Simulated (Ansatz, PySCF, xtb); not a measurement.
Torsion H4–O1–Te2–F3 in FHOTe (SMILES O[Te]F); at each angle all else is relaxed with GFN2-xTB, and the levels are single points there.
Geometry at 270° (charge 0, multiplicity 1):
```xyz
4

O     -1.031     0.196     0.370
Te     0.608     1.008    -0.271
F      1.752    -0.136     0.882
H     -1.291    -0.564    -0.156
```
Energies count from the point at 270°.

Cores are frozen in the correlated methods. Filled d and f shells under p-block atoms count as core. CBS: X⁻³ extrapolation of the correlation energy, Hartree–Fock from the larger set.

The values were computed with Ansatz (Gaussian orbitals); PySCF for M06-2X; xtb for the GFN methods. Values without a source in brackets are computed. In def2 rows elements past Kr take small-core potentials, without spin–orbit coupling.

Energies in kJ/mol.

| dihedral (°) | GFN-FF | M06-2X/def2-TZVPP | CCSD/def2-QZVPP | CCSD(T)/CBS(def2-TZVPP, def2-QZVPP) |
|---|---|---|---|---|
| 0 | -6.6 | 22.5 | 24.8 | 25.8 |
| 30 | -5.7 | 15.6 | 17.3 | 18.1 |
| 60 | -2.9 | 3.7 | 4.4 | 4.7 |
| 90 | 0.0 | 0.0 | 0.0 | 0.0 |
| 120 | 2.6 | 8.6 | 8.2 | 8.3 |
| 150 | 5.5 | 22.9 | 22.5 | 23.0 |
| 180 | 7.2 | 30.1 | 29.7 | 30.5 |
| 210 | 5.5 | 22.9 | 22.5 | 23.0 |
| 240 | 2.6 | 8.6 | 8.2 | 8.3 |
| 270 | 0.0 | 0.0 | 0.0 | 0.0 |
| 300 | -2.9 | 3.7 | 4.4 | 4.7 |
| 330 | -5.7 | 15.6 | 17.3 | 18.1 |

Ansatz is an electronic-structure program.
